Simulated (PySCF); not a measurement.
Delta-SCF ions had no search for a lower state. Excitations are Tamm–Dancoff values on a coarser integration grid. The basis has no diffuse functions, so Rydberg states are missing or too high.

# HAlF₂O, SMILES `[F][Al]([F])[OH]` (H–O–Al–F torsion 0°) (charge 0, multiplicity 1)

The numbers are results of PBE0-D3(BJ)/def2-TZVP (PySCF 2.14.0), not measurements.

```yaml
HOMO: -9.94 eV
dipole_moment: 0.414 e·Å
HOMO–LUMO gap: 8.85 eV
LUMO: -1.09 eV
S1 excitation (TDA): 7.21 eV
S1 oscillator strength: 0.049
T1 excitation (TDA): 6.76 eV
S1–T1 gap (TDA): 0.46 eV
vertical ionisation energy (Delta-SCF): 12.87 eV
total_energy: -517.9039 Ha
cost: very roughly 70 core-seconds
```

```xyz
5

O      1.1682    -0.4228    -0.0041
Al    -0.4639    -0.0480     0.0030
F     -1.0081     1.4968    -0.0045
F     -1.5570    -1.2614     0.0181
H      1.8608     0.2354    -0.0125
```
Charge 0, spin multiplicity 1.
